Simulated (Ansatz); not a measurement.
Reaction (formal exchange of groups at the Se–Ge bond): `[CH3][GeH2][SeH]` + SiH₄ → `[SiH3][SeH]` + `[CH3][GeH3]`

Program: Ansatz. Geometries: PBE0-D4/def2-TZVP. ΔE: electronic, gas phase. CCSD(T)/CBS adds triple-zeta CCSD(T) − MP2 to the extrapolated MP2 energy (def2 sets, frozen cores). This one scheme is used for every species. Functionals use def2-TZVPP. For Ge, Se outer-core shells are correlated without core-valence functions, which leaves a few kJ/mol of doubt a bond. Scalar relativity is left out up to krypton. Each species was taken in one conformer, which may not be the lowest.

| level | ΔE (kJ/mol) | difference from CCSD(T)/CBS |
| --- | --- | --- |
| r2SCANh-D4 | 3.6 | 0.1 |
| BHLYP-D4 | 7.9 | 4.4 |
| CAM-B3LYP-D4 | 5.5 | 2.0 |
| ωB97M-V | 4.5 | 1.0 |
| r2SCAN | 3.1 | -0.4 |
| r2SCANh | 3.0 | -0.5 |
| HF/def2-SVP | 6.3 | 2.8 |
| SCS-MP2/def2-TZVPP | 8.1 | 4.6 |
| CCSD(T)/def2-TZVPP | 7.0 | 3.5 |
| MP2/def2-QZVPP | 5.4 | 1.9 |
| CCSD(T)/CBS | 3.5 | 0 |

Largest T1 diagnostic among the species: 0.011.

At CCSD(T), def2-SVP lies +3.7 kJ/mol from the extrapolated value and def2-TZVPP +3.5 kJ/mol. Leaving LDA and LC-ωPBE aside and taking each functional with its dispersion term where it has one, the values, not all of them listed here, spread over 8.9 kJ/mol, from B97M-V to BLYP-D4.
